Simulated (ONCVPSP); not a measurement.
# Transferability test, ONCV potential for Mo (Z = 42)

Mo (Z = 42), optimised norm-conserving Vanderbilt (ONCV), made with ONCVPSP 4.0.1 (PBE, scalar-relativistic). Core [Kr], reference 4d5 5p1. Waves: s scattering state at 0.45 Ha: rc 3.90 bohr, ncon 4, nbas 7, qcut 1.4 1/bohr, 2 projectors, debl 0.7 Ha; 5p: rc 3.60 bohr, ncon 4, nbas 7, qcut 2.2 1/bohr, 2 projectors, debl 3.3 Ha; 4d: rc 1.45 bohr, ncon 3, nbas 6, qcut 6.4 1/bohr, 1 projector. Local part: polynomial inside 0.95 bohr (lpopt 5, dvloc0 6 Ha). Core correction: none.

In the s channel the program set the typed energies aside and used -0.183, 0.517 Ha.

Energies are relative to the spin-unpolarised reference configuration 4d5 5p1; without spin polarisation the order of configurations can differ from experiment. Not all tests gave a result: 1 of 4 tests not solved or not reliable.

```csv
valence configuration,charge,ΔE all-electron (eV),error AE − PS (meV)
4d5 5s1 5p0,0,-3.141,-9.8
4d5 5p0,+1,3.750,+6.6
4d5 5s0.5 5p0,+0.5,-0.414,-7.0
```

Levels in the configuration 4d5 5p0:

```tsv
level	all-electron (eV)	pseudo (eV)
4d	-10.414	-10.370
```

Note: ghosts flagged at negative energy: s at -101.5 eV (a further GHOST(-) flag falls on a real empty level of the atom); GHOST(+) flagged for p at 22.4 eV. A true bound ghost makes a file unfit for plane-wave use.
